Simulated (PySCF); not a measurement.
## SiEt(NMe2)3: computed shieldings and shifts

SiEt(NMe2)3, C8H23N3Si, point group C1.

Geometry (Å), atoms numbered from 1 in this order:
```xyz
35

Si   -0.159    0.093    0.196
C    -0.108    0.089    2.086
C     1.088   -0.661    2.672
H    -1.055   -0.305    2.494
H    -0.066    1.147    2.399
H     1.108   -0.609    3.773
H     1.083   -1.729    2.399
H     2.038   -0.247    2.303
N     1.443    0.128   -0.492
C     2.313    1.253   -0.281
C     2.092   -1.028   -1.047
H     3.150    1.020    0.410
H     1.752    2.098    0.147
H     2.768    1.606   -1.228
H     1.369   -1.846   -1.174
H     2.532   -0.811   -2.041
H     2.915   -1.402   -0.405
N    -0.930    1.553   -0.352
C    -2.099    2.070    0.308
C    -0.646    2.187   -1.611
H    -2.008    3.156    0.508
H    -2.258    1.571    1.276
H    -3.022    1.927   -0.290
H     0.232    1.721   -2.079
H    -1.493    2.109   -2.325
H    -0.434    3.268   -1.487
N    -0.994   -1.332   -0.353
C    -1.090   -2.567    0.375
C    -1.468   -1.412   -1.710
H    -2.123   -2.964    0.355
H    -0.816   -2.426    1.430
H    -0.432   -3.364   -0.033
H    -1.462   -0.417   -2.179
H    -0.856   -2.086   -2.345
H    -2.509   -1.788   -1.748
```

GIAO calculations in PySCF on the PBE0-D3(BJ)/def2-SVP structure: isolated species, non-relativistic, equivalent atoms averaged; basis pcSseg-1.

Q: Give the isotropic shieldings (ppm) with KT2, PBE0.

A: 
```json
{"atoms": "Si1", "environment": "silicon bonded to C, 3 N", "KT2": "376.1", "PBE0": "364.7"}
{"atoms": "N9/N18/N27", "environment": "nitrogen bonded to 2 C, Si", "KT2": "225.3", "PBE0": "236.6"}
{"atoms": "C10/C11/C19/C20/C28/C29", "environment": "carbon bonded to N, 3 H", "KT2": "143.8", "PBE0": "146.3"}
{"atoms": "C3", "environment": "carbon bonded to C, 3 H", "KT2": "171.7", "PBE0": "174.1"}
{"atoms": "C2", "environment": "carbon bonded to C, Si, 2 H", "KT2": "173.4", "PBE0": "176.5"}
{"atoms": "H12/H13/H14/H15/H16/H17/H21/H22/H23/H24/H25/H26/H30/H31/H32/H33/H34/H35", "environment": "hydrogen on a carbon bonded to N", "KT2": "28.63", "PBE0": "28.87"}
{"atoms": "H6/H7/H8", "environment": "hydrogen on a carbon bonded to C", "KT2": "30.20", "PBE0": "30.33"}
{"atoms": "H4/H5", "environment": "hydrogen on a carbon bonded to C, Si", "KT2": "30.37", "PBE0": "30.65"}
{"atoms": "HOMO–LUMO gap (eV)", "environment": "–", "KT2": "4.71", "PBE0": "6.88"}
```

Q: And the chemical shifts, against references computed in the same way?

A: 
| atoms | nucleus, reference | KT2 | PBE0 |
| --- | --- | --- | --- |
| Si1 | ²⁹Si, TMS | -15.1 | -12.7 |
| N9/N18/N27 | ¹⁵N, NH3 | 39.0 | 29.1 |
| C10/C11/C19/C20/C28/C29 | ¹³C, TMS | 39.5 | 38.1 |
| C3 | ¹³C, TMS | 11.5 | 10.3 |
| C2 | ¹³C, TMS | 9.8 | 7.9 |
| H12/H13/H14/H15/H16/H17/H21/H22/H23/H24/H25/H26/H30/H31/H32/H33/H34/H35 | ¹H, TMS | 2.55 | 2.40 |
| H6/H7/H8 | ¹H, TMS | 0.98 | 0.94 |
| H4/H5 | ¹H, TMS | 0.81 | 0.61 |

Q: Which part of the shielding of Si1 depends on the functional?

A: Diamagnetic: KT2 893, PBE0 889 ppm; paramagnetic: KT2 -517, PBE0 -524 ppm.

Experimental scales use liquid or dissolved standards, which lie at an offset from isolated NH3 (liquid NH3: subtract about 20 ppm).
